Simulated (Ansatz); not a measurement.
(H2Al-mu-PSiH3)2 (Al2Si4P2H16). The state is a triplet with charge 0. Geometry PBE0-D4/def2-SVP, that of the neutral singlet; atoms count from 1.

Cartesian coordinates in Å:
```
Al 0.779 -0.602 1.458
H 0.061 -0.323 2.854
H 2.155 -1.389 1.294
P 0.834 1.451 0.132
Si 0.181 3.266 1.277
Si 2.849 1.866 -0.762
Al -0.815 0.625 -1.475
H -2.190 1.409 -1.285
H -0.113 0.358 -2.880
P -0.854 -1.435 -0.159
Si -2.849 -1.893 0.759
Si -0.157 -3.253 -1.272
H 0.110 4.444 0.363
H 1.153 3.543 2.377
H -1.166 2.962 1.839
H 3.837 2.135 0.327
H 2.772 3.049 -1.670
H 3.241 0.648 -1.528
H -3.279 -0.673 1.499
H -3.837 -2.227 -0.309
H -2.717 -3.049 1.696
H -0.029 -4.400 -0.325
H -1.133 -3.598 -2.348
H 1.169 -2.916 -1.863
```

At PBE0-D4/def2-TZVP a singlet of charge 0 lies 4.82 eV below the triplet at the same geometry.

Problem. Estimate the Mulliken populations from the PBE0/def2-TZVP orbitals of Ansatz.

Solution. 
```
atom  charge (e)  spin (α − β)
 Al1        0.18          0.20
  H2       -0.07          0.10
  H3       -0.07          0.10
  P4       -0.21          0.45
 Si5        0.08          0.04
 Si6        0.08          0.04
 Al7        0.18          0.20
  H8       -0.07          0.09
  H9       -0.07          0.10
 P10       -0.21          0.45
Si11        0.08          0.04
Si12        0.08          0.04
 H13        0.00          0.02
 H14        0.00          0.02
 H15        0.01          0.00
 H16        0.00          0.02
 H17        0.00          0.02
 H18        0.01          0.00
 H19        0.01          0.00
 H20        0.00          0.02
 H21        0.00          0.02
 H22        0.00          0.02
 H23        0.00          0.02
 H24        0.01          0.00
```
Mulliken values and Mayer orders depend strongly on the basis.

Problem. Where does the spin sit?

Solution. Summed by element: Al 0.40, H 0.52, P 0.91, Si 0.17, of 2 unpaired in all. Largest on single atoms: P4 0.45, P10 0.45, Al1 0.20.

Problem. And the Mayer bond orders between bonded heavy atoms (over 0.3)?

Solution. Al1–P4 0.74 (2.44 Å); Al1–P10 0.74 (2.44 Å); P4–Si5 0.91 (2.24 Å); P4–Si6 0.92 (2.24 Å); P4–Al7 0.74 (2.44 Å); Al7–P10 0.74 (2.45 Å); P10–Si11 0.91 (2.24 Å); P10–Si12 0.92 (2.24 Å).
